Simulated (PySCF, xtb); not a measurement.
Si(Br)(NH2) (BrH2NSi), SMILES N[Si]Br (connectivity only; charge and spin as stated), neutral, multiplicity 1.

GFN2-xTB run with xtb at its own geometry gives an orbital gap of 3.06 eV and a dipole moment of 5.18 D.

Geometry: PBE0-D3(BJ)/def2-TZVP. One conformer was computed; it need not be the lowest.

Question: What does B3LYP/def2-TZVPD (PySCF) give? (An estimate is asked for; the answer gives what the named calculation found.)

Answer: gap 5.01 eV (levels -6.95 and -1.93 eV), dipole 2.78 D.
